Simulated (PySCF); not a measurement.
These compounds are isomers of formula C5H8O4Si.

A. SMILES O(C=O)[Si@@H]1COCCC1=O
B. `O=C(OCC=C)C(=O)O[SiH3]`
C. SMILES [SiH3]OC(=O)C(=O)OC1CC1
D. SMILES C=C[C@@H]1O[SiH2]O[C@@H](C=O)O1

Spectrum 1. $^{13}$C{$^{1}$H} NMR (computed): δ 238.0 (C), 165.2 (CH), 74.1 (CH2), 67.5 (CH2), 60.8 (CH2).

Spectrum 2. $^{13}$C{$^{1}$H} NMR (computed): δ 208.9 (CH), 144.5 (CH), 122.1 (CH2), 97.6 (CH), 94.9 (CH).

Spectrum 3. $^{13}$C{$^{1}$H} NMR (computed): δ 163.4 (C), 162.9 (C), 139.9 (CH), 130.5 (CH2), 71.8 (CH2).

Spectrum 4. $^{13}$C{$^{1}$H} NMR (computed): δ 164.7 (C), 164.3 (C), 51.4 (CH), 8.1 (CH2).

Computational details: GIAO PBE0/pcSseg-1 shieldings, GFN2-xTB structure, in PySCF 2.14 (one computed conformer, no relativistic terms, gas phase, rapidly exchanging positions averaged).

References, each an isolated molecule treated in the same way: $^{13}$C vs TMS. Shifts are as computed. Against solution values, carbons near 30 ppm lie about +3 ppm off and those near 130 ppm about +5 ppm. Of 1211 compounds with measured shifts, 218 miss one by over three times the rms of a fit or turn the order of signals round; such compounds aren't used in these exercises.

Question: Which spectrum belongs to which compound?

Answer: 1–A, 2–D, 3–B, 4–C.

- Spectrum 1 (A): 5 $^{13}$C signals; δC 74.1 is an sp3 CH2 bonded to O; δC 67.5 is an sp3 CH2 bonded to O and Si.
- Spectrum 2 (D): 5 $^{13}$C signals; δC 208.9 is an aldehyde carbonyl carbon; δC 144.5 is an alkene CH.
- Spectrum 3 (B): 5 $^{13}$C signals; δC 163.4 is an ester carbonyl carbon; δC 139.9 is an alkene CH.
- Spectrum 4 (C): 4 $^{13}$C signals; δC 164.7 is an ester carbonyl carbon; δC 51.4 is a three-membered-ring carbon.
